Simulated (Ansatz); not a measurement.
Results of the Gaussian-basis code of Ansatz.

Basis-set series for CH4BF2Sb, SMILES `C[BH][Sb]([F])[F]`. The species carries charge 0 and has multiplicity 1. Sb: def2 effective core potential. The geometry is a stationary point of PBE0-D4/def2-TZVP. It is one conformer, not always the lowest.

```json
{"functional": "PBE0-D4", "basis": "def2-SVP", "functions": "102", "energy (Eh)": "-504.84502", "HOMO (eV)": "-6.91", "LUMO (eV)": "-2.39"}
{"functional": "PBE0-D4", "basis": "def2-QZVPP", "functions": "430", "energy (Eh)": "-505.20966", "HOMO (eV)": "-7.06", "LUMO (eV)": "-2.57"}
{"functional": "ωB97M-V", "basis": "def2-SVP", "functions": "102", "energy (Eh)": "-504.97619", "HOMO (eV)": "-8.95", "LUMO (eV)": "-0.36"}
{"functional": "ωB97M-V", "basis": "def2-QZVPP", "functions": "430", "energy (Eh)": "-505.35205", "HOMO (eV)": "-9.13", "LUMO (eV)": "-0.68"}
```

Problem. Give the rows for def2-TZVPP. (Estimate.)

Solution. The calculation gave: 
| functional | basis | functions | energy (Eh) | HOMO (eV) | LUMO (eV) |
| --- | --- | --- | --- | --- | --- |
| PBE0-D4 | def2-TZVPP | 230 | -505.19033 | -7.05 | -2.55 |
| ωB97M-V | def2-TZVPP | 230 | -505.33336 | -9.11 | -0.62 |
